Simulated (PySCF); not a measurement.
C3H8S, SMILES C(C)CS, singlet, GFN2-xTB optimised geometry. Atoms within 1.6 Å of the plane z = 0.0 Å (x, y, z in Å): C1 (1.86, -0.47, 0.00), C2 (0.34, -0.47, 0.00), C3 (-0.21, 0.95, 0.00), S4 (-2.03, 0.99, 0.09), H5 (2.25, 0.04, -0.88), H6 (2.24, -1.49, -0.01), H7 (2.25, 0.03, 0.89), H8 (-0.03, -1.00, 0.88), H9 (-0.03, -1.00, -0.88), H10 (0.13, 1.49, 0.88), H11 (0.10, 1.49, -0.89), H12 (-2.25, 0.31, -1.04).

Computed with PySCF 2.14.0 with B3LYP/def2-TZVP. Cells within 0.4 Å of a nucleus heavier than hydrogen are left out (blank, or x).

Map of the electron localisation function on the plane z = 0.0 Å:

```
|000000000000000000000000000|
|000000000000000000000000000|
|000000000000000000000000000|
|000000110000000000000000000|
|000024554100000000000000000|
|000357886300000000000000000|
|001578998400011000000000000|
|002689998621233200000000000|
|002689998743465310000000000|
|002578210775246410000000000|
|0014651xx595xx4300011000000|
|0012560x1686xx6300233200000|
|000247745656899533465310000|
|000146776413786676356420000|
|0001246651024xxx97xx4410000|
|00001233100251x297xx5420000|
|000001110003564466799841000|
|000000000002454324999984000|
|000000000001222004999996000|
|000000000000000003999996000|
|000000000000000001899982000|
|000000000000000000488720000|
|000000000000000000011000000|
|000000000000000000000000000|
|000000000000000000000000000|
|000000000000000000000000000|
|000000000000000000000000000|
```
Scale: ten equal steps from 0.000 (start of '0') to 0.999 (end of '9'), in the order '0123456789'; x runs from -4.50 to 4.50, y from -4.50 (bottom) to 4.50 (top).
